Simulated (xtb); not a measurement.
xtb input (GFN2-xTB):

```bash
xtb mol.xyz --gfn 2 --sp --chrg 1 --uhf 0
```
mol.xyz:
```
4

Sn    -0.02231820     0.02218151    -0.01021587
H      0.26167273    -1.13672385    -1.25421430
H     -0.60513251    -0.78890477     1.39467242
H      1.45936983     0.81655287     0.37033548
```

End of the output:

```
         :::::::::::::::::::::::::::::::::::::::::::::::::::::
         ::                     SUMMARY                     ::
         :::::::::::::::::::::::::::::::::::::::::::::::::::::
         :: total energy              -3.091072766647 Eh    ::
         :: gradient norm              0.035540054336 Eh/a0 ::
         :: HOMO-LUMO gap              2.512066729907 eV    ::
         ::.................................................::
         :: SCC energy                -3.098242993769 Eh    ::
         :: -> isotropic ES            0.119797481215 Eh    ::
         :: -> anisotropic ES         -0.006530985624 Eh    ::
         :: -> anisotropic XC         -0.000464926727 Eh    ::
         :: -> dispersion             -0.000533330492 Eh    ::
         :: repulsion energy           0.007170227122 Eh    ::
         :: add. restraining           0.000000000000 Eh    ::
         :: total charge               1.000000000000 e     ::
         :::::::::::::::::::::::::::::::::::::::::::::::::::::

           -------------------------------------------------
          |                Property Printout                |
           -------------------------------------------------

    * Orbital Energies and Occupations

         #    Occupation            Energy/Eh            Energy/eV
      -------------------------------------------------------------
         1        2.0000           -1.1239027             -30.5829
         2        2.0000           -0.6991524             -19.0249
         3        2.0000           -0.6991524             -19.0249 (HOMO)
         4                         -0.6068356             -16.5128 (LUMO)
         5                         -0.4867553             -13.2453
         6                         -0.4867553             -13.2453
         7                         -0.4636334             -12.6161
         8                         -0.4422442             -12.0341
         9                         -0.4422442             -12.0341
        10                         -0.2243835              -6.1058
        11                          0.2646645               7.2019
        12                          0.2646645               7.2019
      -------------------------------------------------------------
                  HL-Gap            0.0923168 Eh            2.5121 eV
             Fermi-level           -0.6529940 Eh          -17.7689 eV

     #   Z          covCN         q      C6AA      α(0)
     1  50 Sn       2.761     0.404   376.016    38.342
     2   1 H        0.920     0.199     1.106     1.645
     3   1 H        0.920     0.199     1.106     1.645
     4   1 H        0.920     0.199     1.106     1.645

 Mol. C6AA /au·bohr⁶  :        505.996172
 Mol. C8AA /au·bohr⁸  :      51989.708632
 Mol. α(0) /au        :         43.275717
Note: The following floating-point exceptions are signalling: IEEE_DENORMAL
normal termination of xtb

Wiberg/Mayer (AO) data.
largest (>0.10) Wiberg bond orders for each atom

 ---------------------------------------------------------------------------
     #   Z sym  total        # sym  WBO       # sym  WBO       # sym  WBO
 ---------------------------------------------------------------------------
     1  50 Sn   1.971 --     4 H    0.657     2 H    0.657     3 H    0.657
     2   1 H    0.961 --     1 Sn   0.657     3 H    0.152     4 H    0.152
     3   1 H    0.961 --     1 Sn   0.657     2 H    0.152     4 H    0.152
     4   1 H    0.961 --     1 Sn   0.657     3 H    0.152     2 H    0.152
 ---------------------------------------------------------------------------

Topologies differ in total number of bonds
Writing topology from bond orders to xtbtopo.mol

molecular dipole:
                 x           y           z       tot (Debye)
 q only:        0.402      -0.399       0.184
   full:       -0.169       0.168      -0.077       0.637
molecular quadrupole (traceless):
                xx          xy          yy          xz          yz          zz
 q only:       -0.393       1.458      -0.375      -0.672       0.668       0.767
  q+dip:       -0.342       1.271      -0.327      -0.585       0.582       0.669
   full:        0.329      -1.220       0.314       0.562      -0.559      -0.642

           -------------------------------------------------
          | TOTAL ENERGY               -3.091072766647 Eh   |
          | GRADIENT NORM               0.035540054336 Eh/α |
          | HOMO-LUMO GAP               2.512066729907 eV   |
           -------------------------------------------------

------------------------------------------------------------------------
------------------------------------------------------------------------
 total:
 SCF:
```

This state (charge 1, singlet) is run at the relaxed geometry of the species with charge 0 and multiplicity 2.
